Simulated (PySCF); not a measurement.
From one molecule to another.

First species: SiHMe2(NMe2), C₄H₁₃NSi.
Cartesian coordinates in Å at the PBE0-D3(BJ)/def2-SVP level; atoms count from 1:
```xyz
19
C4H13NSi angstrom
Si     0.2622    0.6633    0.6122
H      0.0945    0.7234    2.1007
C      2.1052    0.5336    0.2417
H      2.5320   -0.3743    0.6968
H      2.6599    1.3998    0.6374
H      2.2864    0.4819   -0.8442
C     -0.4313    2.2137   -0.1862
H      0.0216    3.1052    0.2758
H     -1.5220    2.2765   -0.0532
H     -0.2093    2.2556   -1.2646
N     -0.6547   -0.7267    0.0883
C     -0.6063   -1.9531    0.8392
C     -1.0979   -0.8930   -1.2697
H     -1.5950   -2.4509    0.8509
H     -0.3274   -1.7554    1.8863
H      0.1207   -2.6885    0.4332
H     -1.1963    0.0797   -1.7744
H     -0.4132   -1.5181   -1.8816
H     -2.0918   -1.3793   -1.3042
```

Second species: C8H14O.
InChI=1S/C8H14O/c1-7(9)8-5-3-2-4-6-8/h8H,2-6H2,1H3

Levels: B3LYP/def2-SVPD for HOMO energy, LUMO energy, HOMO–LUMO gap and static isotropic polarisability; TDDFT B3LYP/def2-SVPD for lowest singlet excitation; TDA B3LYP/def2-SVPD for lowest triplet excitation (Tamm–Dancoff); ΔSCF B3LYP/def2-SVPD for vertical ionisation energy. Geometries: PBE0-D3(BJ)/def2-SVP. Each species is one conformer at its optimised geometry, gas phase, non-relativistic unless stated; the electronic structure was computed with PySCF and density fitting.

```csv
property,column X,column Y
HOMO energy,-6.89 eV,-5.86 eV
LUMO energy,-0.77 eV,0.29 eV
HOMO–LUMO gap,6.12 eV,6.15 eV
lowest singlet excitation,4.34 eV,5.27 eV
lowest triplet excitation (Tamm–Dancoff),3.80 eV,5.20 eV
static isotropic polarisability,94.6 au,86.8 au
vertical ionisation energy,9.11 eV,7.94 eV
```

Q: Which column belongs to which species?

A: Column X is the second species and column Y the first. The first has 19 atoms and 58 electrons, the second 23 and 70.

Q: How does each property change from the first species to the second?

A: HOMO energy -1.03 eV; LUMO energy -1.06 eV; HOMO–LUMO gap -0.03 eV; lowest singlet excitation -0.93 eV; lowest triplet excitation (Tamm–Dancoff) -1.40 eV; static isotropic polarisability +7.8 au; vertical ionisation energy +1.17 eV.

On the first: The vertical singlet–triplet gap S1 − T1 is 0.07 eV (TDDFT singlet less Tamm–Dancoff triplet; S1: HOMO→LUMO, weight 0.97; T1: HOMO→LUMO, weight 0.94). The principal polarisabilities are 79.7, 86.9 and 93.9 au; their mean is the isotropic value.

On the second: No computed singlet falls in the visible range (750 to 380 nm, 1.65 to 3.26 eV); S1 lies 1.08 eV above its blue end. The polarisability is 14.02 Å³ as a volume (1 au = 0.148185 Å³), or 1.35 au for each of the 70 electrons.
